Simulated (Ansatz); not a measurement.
Cl3Sc, SMILES [Sc+]([Cl])([Cl])[Cl] (connectivity only; charge and spin as stated), charge +1, multiplicity 2.

Coordinates come from a B3LYP-D3(BJ)/def2-SVP optimisation. The spin state was assumed, not searched.

Two levels are set side by side: PBE/def2-SVPD (Ansatz, a quantum-chemistry and plane-wave program) and PBE0/def2-SVPD (Ansatz). Energy differences of separate SCF runs at the same geometry; the states with an electron removed or added have multiplicity 3 and 1. Differences are taken from unrounded values.

```
quantity                          PBE0    PBE  PBE minus PBE0
-------------------------------  -----  -----  --------------
vertical ionisation energy (eV)  16.63  16.14           -0.48
vertical electron affinity (eV)   9.42   9.23           -0.19
```
